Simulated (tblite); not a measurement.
Give a GFN2-xTB geometry of `C#C[C@@H]1CCOC(=O)[C@H]1C`.

```
atom  x, y, z in Å
C1     1.908    2.073    1.133
C2     1.164    1.147    0.992
C3     0.274    0.020    0.779
C4     1.076   -1.254    0.438
C5     0.944   -1.572   -1.047
O6    -0.416   -1.802   -1.375
C7    -1.313   -0.888   -0.968
O8    -2.485   -1.080   -1.132
C9    -0.728    0.370   -0.347
C10   -1.831    1.296    0.150
H11    2.557    2.885    1.277
H12   -0.290   -0.144    1.704
H13    0.685   -2.102    1.002
H14    2.128   -1.124    0.693
H15    1.352   -0.757   -1.658
H16    1.463   -2.498   -1.303
H17   -0.175    0.877   -1.150
H18   -2.501    1.550   -0.668
H19   -1.398    2.208    0.554
H20   -2.417    0.807    0.924
```

Orientation and origin are arbitrary. Atoms count from 1 in this order. The 3 C–O bonds span 1.199 Å (C7=O8, drawn double) to 1.417 Å (C5–O6, drawn single), a spread of 0.218 Å. Of the pairs four or more bonds apart, C5···H17 is among the closest relative to their van der Waals radii: 2.69 Å, 93 % of the sum of Bondi's values. The 6-membered ring C3–C4–C5–O6–C7–C9 has internal angles of 110.0° to 117.4° (sum 675°, against 720° for a flat polygon); it is puckered, 0.29 Å rms from its mean plane, widest ring torsion 61°. O6 (ester single-bonded oxygen) is bent (angle 117.4°).

Bonds between heavy atoms (Å): C1≡C2 1.196, C2–C3 1.452, C3–C4 1.543, C4–C5 1.524, C5–O6 1.417, O6–C7 1.344, C7=O8 1.199, C7–C9 1.520, C9–C10 1.523, C3–C9 1.548.

Structure optimised with GFN2-xTB, isolated species.

Point group: C1 (no symmetry element, even within 0.4 Å). Its GFN2-xTB frequencies are all real (lowest 37 cm⁻¹). One conformer, not necessarily the lowest (C2–C3–C4–C5 -106°, C3–C4–C5–O6 -61°, C4–C5–O6–C7 50°, C5–O6–C7–O8 -175°). 2 starts were optimised and ended at 0.00 and 0.48 kcal/mol (GFN2-xTB); the lowest of these is shown.

All values are computed, not measured.
